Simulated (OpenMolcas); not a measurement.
OpenMolcas run: neutral zinc

Input:

```
&GATEWAY
Coord
1

Zn 0.0 0.0 0.0
Basis=ANO-RCC-VDZP
Group=XYZ
NoMove
AngMom=0.0 0.0 0.0
AMFI
&SEWARD
* reference wave functions (RASSCF and RASSI steps not shown): 2 electrons in 4 orbitals (4s 4p)
>>> COPY JOB001 $Project.JobIph
&CASPT2
Multistate=3 1 2 3
Frozen=3 6
IPEA=0.25
Imaginary=0.1
MaxIter=60
WThr=0.0 0.3 0.05
PrWF=0.5
NoMix
>>> COPY JOB002 $Project.JobIph
&CASPT2
Multistate=1 1
Frozen=3 6
IPEA=0.25
Imaginary=0.1
MaxIter=60
WThr=0.0 0.3 0.05
PrWF=0.5
NoMix
>>> COPY JOB003 $Project.JobIph
&CASPT2
Multistate=3 1 2 3
Frozen=3 6
IPEA=0.25
Imaginary=0.1
MaxIter=60
WThr=0.0 0.3 0.05
PrWF=0.5
NoMix
...
```

Output, cut to the results:

```
--- CASPT2 ---
Orbital specifications:
      -----------------------

      Symmetry species                           1   2
                                                ag  au
      Frozen orbitals                            3   6
      Inactive orbitals                          5   0
      Active orbitals                            1   3
      Secondary orbitals                         6  10
      Deleted orbitals                           0   0
      Number of basis functions                 15  19
Type of calculation                        MS-CASPT2
      Fock operator                              state-specific
      IPEA shift                                 0.25
      Real shift                                 0.00
      Imaginary shift                            0.10
      The input orbitals will be transformed to quasi-canonical
Reference energy:       -1793.9165076509
      E2 (Non-variational):      -0.3886519522
      Shift correction:          -0.0000962124
      E2 (Variational):          -0.3887481647
      Total energy:           -1794.3052558155
      Residual norm:              0.0000000619
      Reference weight:           0.94786
      Contributions to the CASPT2 correlation energy
      Active & Virtual Only:         -0.0006574591
      One Inactive Excited:          -0.0165294795
      Two Inactive Excited:          -0.3714650136
Reference energy:       -1793.9165076509
      E2 (Non-variational):      -0.3886519522
      Shift correction:          -0.0000962124
      E2 (Variational):          -0.3887481647
      Total energy:           -1794.3052558155
      Residual norm:              0.0000000619
      Reference weight:           0.94786
      Contributions to the CASPT2 correlation energy
      Active & Virtual Only:         -0.0006574591
      One Inactive Excited:          -0.0165294795
      Two Inactive Excited:          -0.3714650136
::    CASPT2 Root  1     Total energy:  -1794.30525582
::    CASPT2 Root  2     Total energy:  -1794.30525582
::    CASPT2 Root  3     Total energy:  -1794.30525582
::    MS-CASPT2 Root  1     Total energy:  -1794.30525582
::    MS-CASPT2 Root  2     Total energy:  -1794.30525582
::    MS-CASPT2 Root  3     Total energy:  -1794.30525582
--- CASPT2 ---
Orbital specifications:
      -----------------------

      Symmetry species                           1   2
                                                ag  au
      Frozen orbitals                            3   6
      Inactive orbitals                          5   0
      Active orbitals                            1   3
      Secondary orbitals                         6  10
      Deleted orbitals                           0   0
      Number of basis functions                 15  19
Type of calculation                        SS-CASPT2
      Fock operator                              state-specific
      IPEA shift                                 0.25
      Real shift                                 0.00
      Imaginary shift                            0.10
      The input orbitals will be transformed to quasi-canonical
Reference energy:       -1794.2595685019
      E2 (Non-variational):      -0.4059547075
      Shift correction:          -0.0001115754
      E2 (Variational):          -0.4060662829
      Total energy:           -1794.6656347848
      Residual norm:              0.0000001400
      Reference weight:           0.94404
      Contributions to the CASPT2 correlation energy
      Active & Virtual Only:         -0.0011305284
      One Inactive Excited:          -0.0299761259
      Two Inactive Excited:          -0.3748480532
::    CASPT2 Root  1     Total energy:  -1794.66563478
--- CASPT2 ---
Orbital specifications:
      -----------------------

      Symmetry species                           1   2
                                                ag  au
      Frozen orbitals                            3   6
      Inactive orbitals                          5   0
      Active orbitals                            1   3
      Secondary orbitals                         6  10
      Deleted orbitals                           0   0
      Number of basis functions                 15  19
Type of calculation                        MS-CASPT2
      Fock operator                              state-specific
      IPEA shift                                 0.25
      Real shift                                 0.00
      Imaginary shift                            0.10
      The input orbitals will be transformed to quasi-canonical
Reference energy:       -1794.1275722442
      E2 (Non-variational):      -0.3958373213
      Shift correction:          -0.0000963196
      E2 (Variational):          -0.3959336409
      Total energy:           -1794.5235058851
      Residual norm:              0.0000001554
      Reference weight:           0.94676
      Contributions to the CASPT2 correlation energy
      Active & Virtual Only:         -0.0009052868
      One Inactive Excited:          -0.0215884926
      Two Inactive Excited:          -0.3733435418
Reference energy:       -1794.1275722442
      E2 (Non-variational):      -0.3958373213
      Shift correction:          -0.0000963196
      E2 (Variational):          -0.3959336409
      Total energy:           -1794.5235058851
      Residual norm:              0.0000001554
      Reference weight:           0.94676
      Contributions to the CASPT2 correlation energy
      Active & Virtual Only:         -0.0009052868
      One Inactive Excited:          -0.0215884926
      Two Inactive Excited:          -0.3733435418
::    CASPT2 Root  1     Total energy:  -1794.52350589
::    CASPT2 Root  2     Total energy:  -1794.52350589
::    CASPT2 Root  3     Total energy:  -1794.52350589
::    MS-CASPT2 Root  1     Total energy:  -1794.52350589
::    MS-CASPT2 Root  2     Total energy:  -1794.52350589
::    MS-CASPT2 Root  3     Total energy:  -1794.52350589
--- CASPT2 ---
Orbital specifications:
      -----------------------

...
```

Levels above the lowest, from the spin-orbit matrix with the single-state CASPT2 energies, averaged by term, on its diagonal:

```json
{"Configuration": "4s2", "Term": "1S", "J": "0", "E (cm-1)": "0.0", "Measured (cm-1)": "0.0", "g": "", "Term weight %": "100"}
{"Configuration": "4s 4p", "Term": "3P*", "J": "0", "E (cm-1)": "30880", "Measured (cm-1)": "32311", "g": "", "Term weight %": "100"}
{"Configuration": "4s 4p", "Term": "3P*", "J": "1", "E (cm-1)": "31036", "Measured (cm-1)": "32501", "g": "1.501", "Term weight %": "100"}
{"Configuration": "4s 4p", "Term": "3P*", "J": "2", "E (cm-1)": "31351", "Measured (cm-1)": "32890", "g": "1.501", "Term weight %": "100"}
{"Configuration": "4s 4p", "Term": "1P*", "J": "1", "E (cm-1)": "52858", "Measured (cm-1)": "46745", "g": "1.000", "Term weight %": "100"}
```

Against the 4 measured excited levels shown (NIST Handbook of Basic Atomic Spectroscopic Data) the mean absolute deviation is 2600 cm-1; the largest miss in energy is 4s 4p 1P* 1: computed 52858, measured 46745 cm-1 (+13.1 %).

Measured partners are found by configuration, term and J. A level has none where our copy of the source lacks it or the pairing is in doubt (some pairs that miss far off the trend of their configuration count as doubtful), and it then counts in no deviation. Only configurations of the active space appear. The first state left out of the spin-orbit step lies near 80000 cm-1 above the lowest spin-free state of the reference (among the parities and spins computed), and the list stops at four fifths of that energy or lower.

The term weight is that of the spin-free term in the level, not the purity of its configuration. * marks odd parity.
